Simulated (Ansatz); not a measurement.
Consider the substitution at a C–F bond: `FC(F)(F)F` + `OC(F)F` → `FC(F)OC(F)(F)F` + H–F.

Program: Ansatz. Geometries: PBE0-D4/def2-TZVP. ΔE: electronic, gas phase. CCSD(T)/CBS adds triple-zeta CCSD(T) − MP2 to the extrapolated MP2 energy (def2 sets, frozen cores). This one scheme is used for every species. Functionals use def2-TZVPP. B3LYP here is the variant with VWN-RPA as its local correlation; programs differ in this. Each species was taken in one conformer, which may not be the lowest.

Is it downhill or uphill in electronic energy at CCSD(T)/CBS, and by how much? (Estimate.)

The calculation gave: Uphill: ΔE = +6.0 kcal/mol.

What do these levels give: r2SCAN-D4, PBE0-D4, B3LYP-D4, SCS-MP2/def2-TZVPP, CCSD/def2-TZVPP, MP2/def2-QZVPP? (Best estimate.)

Computed: r2SCAN-D4 8.2, PBE0-D4 8.0, B3LYP-D4 7.8, SCS-MP2/def2-TZVPP 7.2, CCSD/def2-TZVPP 7.3, MP2/def2-QZVPP 6.0 kcal/mol.

Largest T1 diagnostic among the species: 0.012.

The D4 term adds −1.9 kcal/mol with B3LYP and −1.1 kcal/mol with PBE0; it sums over pairs of atoms, weighted by their polarisabilities, and B3LYP, whose exchange is more repulsive, gets the larger term. In def2-TZVPP, CCSD(T) changes the Hartree–Fock value by −3.4 kcal/mol (the triples alone add −0.5 kcal/mol) and MP2 by −3.8 kcal/mol.
